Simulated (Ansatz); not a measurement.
`N#C[Si](F)(F)F` + `BCl` → `F[Si](F)(F)BCl` + `C#N`  (formal exchange of groups at the Si–C bond)

Isolated molecules relaxed with PBE0-D4/def2-TZVP in Ansatz; ΔE leaves out vibrations. CCSD(T)/CBS adds triple-zeta CCSD(T) − MP2 to the extrapolated MP2 energy (def2 sets, frozen cores). This one scheme is used for every species. Functionals use def2-TZVPP. B3LYP here is the variant with VWN-RPA as its local correlation; programs differ in this. One conformer a species, not always the lowest.

```json
{"level": "revPBE-D4", "ΔE (kcal/mol)": "8.5"}
{"level": "B3LYP-D4", "ΔE (kcal/mol)": "10.4"}
{"level": "BLYP", "ΔE (kcal/mol)": "10.4"}
{"level": "CAM-B3LYP", "ΔE (kcal/mol)": "11.1"}
```

Task: What does CCSD(T)/CBS give? (Estimate.)

Result: Computed: +11.3 kcal/mol. The listed levels differ from it by -2.8, -0.9, -0.9, -0.2 kcal/mol.

Largest T1 diagnostic among the species: 0.014.

From PBE to PBE0 (25 % exact exchange), in def2-TZVPP and without D4, ΔE moves by +1.1 kcal/mol. In def2-TZVPP, CCSD(T) changes the Hartree–Fock value by −2.4 kcal/mol (the triples alone add −0.2 kcal/mol) and MP2 by −0.8 kcal/mol. At CCSD(T), def2-SVP lies −1.0 kcal/mol from the extrapolated value and def2-TZVPP +0.6 kcal/mol.
